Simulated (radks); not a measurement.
Question: Species: the cadmium ion Cd2+. Configuration: [Kr] 4d9 5s1 (not the ground configuration). Calculated with a radial shooting solver on a logarithmic mesh with Libxc functionals: scalar-relativistic Kohn-Sham, BLYP, spin-unpolarised, spherical densities, point nucleus. Some entries of the table are withheld. Estimate them.

| orbital | occ. | eigenvalue (hartree) | <1/r> (bohr^-1) | <r> (bohr) |
|---|---|---|---|---|
| 1s | 2 | (1) | 50.64 | 0.03040 |
| 2s | 2 | -145.6556 | (2) | 0.1317 |
| 2p | 6 | -130.8003 | 11.11 | 0.1148 |
| 3s | 2 | -27.87273 | 4.062 | 0.3584 |
| 3p | 6 | -23.00102 | 3.869 | 0.3572 |
| 3d | 10 | -15.37412 | (3) | 0.3347 |
| 4s | 2 | -4.77632 | 1.580 | 0.8755 |
| 4p | 6 | -3.33701 | 1.427 | 0.9530 |
| 4d | 9 | -1.27151 | 1.099 | 1.217 |
| 5s | 1 | (4) | 0.5351 | 2.400 |

Answer: 
(1) 1s eigenvalue (hartree): -975.8723
(2) 2s <1/r> (bohr^-1): 11.52
(3) 3d <1/r> (bohr^-1): 3.642
(4) 5s eigenvalue (hartree): -0.85451
